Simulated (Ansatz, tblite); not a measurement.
Cost and result up the ladder for SiH3(NHEt) (C2H9NSi) (13 atoms). Total charge 0; singlet. Geometry: PBE-D4/def2-SVP.

Cartesian coordinates in Å:
```
Si -0.955 0.551 1.610
H -0.553 1.323 2.838
H -1.927 1.414 0.830
H -1.703 -0.702 1.985
N 0.519 0.089 0.798
C 0.573 -0.784 -0.368
C 0.390 -0.077 -1.716
H 1.295 0.755 0.843
H 1.540 -1.338 -0.370
H -0.213 -1.562 -0.248
H -0.592 0.438 -1.769
H 0.447 -0.796 -2.560
H 1.178 0.689 -1.874
```

Ansatz on 4 threads of Arm Neoverse V2 on a shared host; xTB runs through tblite on one thread. Times are rough, summed over both states, and most runs start from the orbitals of an earlier one. PBE0-D4/def2-TZVP serves as the yardstick here, not as an exact answer. The other state is a doublet.

The xTB rows come from tblite.

Raw xTB energies of ions are shifted by several eV.

```
                            level  functions  wall time  vertical IE (eV)  difference from PBE0-D4/def2-TZVP (eV)
                         GFN2-xTB         30    0.008 s             13.27                                    4.46
                         GFN1-xTB         39    0.025 s             14.37                                    5.56
                 PBE-D4/def2-TZVP        184      3.5 s              8.67                                   -0.14
                PBE0-D4/def2-TZVP        184      4.4 s              8.81                                    0.00
r2SCAN-D4/def2-TZVP (with forces)        184      7.4 s              8.67                                   -0.13
```
